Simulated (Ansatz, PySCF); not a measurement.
Hf(O)2 anion (HfO2), SMILES [O]=[Hf]=[O] (connectivity only; charge and spin as stated), charge -1, multiplicity 2. Atoms are numbered in the order given.

```xyz
3

Hf     0.0000     0.0000     0.3577
O      0.0000     1.5147    -0.6694
O      0.0000    -1.5147    -0.6694
```
Charge -1, spin multiplicity 2.

Geometry optimised at B3LYP-D3(BJ)/def2-TZVPD. The spin state was assumed, not searched. The isomer is the one that the SMILES or the coordinates give; other isomers of the formula were not compared. The def2 effective core potentials stand for the cores of Hf; spin–orbit coupling is left out.

Two levels are set side by side: PBE-D3(BJ)/def2-TZVPD (Ansatz, a quantum-chemistry and plane-wave program) and B3LYP-D3(BJ)/def2-TZVPD (Ansatz). Each level has its own optimised geometry; the coordinates shown are those of the second. Frequencies come from the Hessian of PySCF at each geometry. Differences are taken from unrounded values.

```tsv
quantity	B3LYP-D3(BJ)
mean bond length (Å)	1.830
bond Hf1–O2 (Å)	1.830
bond Hf1–O3 (Å)	1.830
highest harmonic wavenumber (cm⁻¹)	845
mean harmonic wavenumber (cm⁻¹)	621
zero-point energy (kcal/mol)	2.66
```

Problem. What does PBE-D3(BJ) give, and how far is it from B3LYP-D3(BJ)? (The exact figures need the calculation; the answer reports its results.)

Solution. 
```
quantity                            PBE-D3(BJ)  PBE-D3(BJ) minus B3LYP-D3(BJ)
----------------------------------  ----------  -----------------------------
mean bond length (Å)                     1.833                          0.003
bond Hf1–O2 (Å)                          1.833                          0.003
bond Hf1–O3 (Å)                          1.833                          0.003
highest harmonic wavenumber (cm⁻¹)         823                            -22
mean harmonic wavenumber (cm⁻¹)            608                            -13
zero-point energy (kcal/mol)              2.61                          -0.06
```
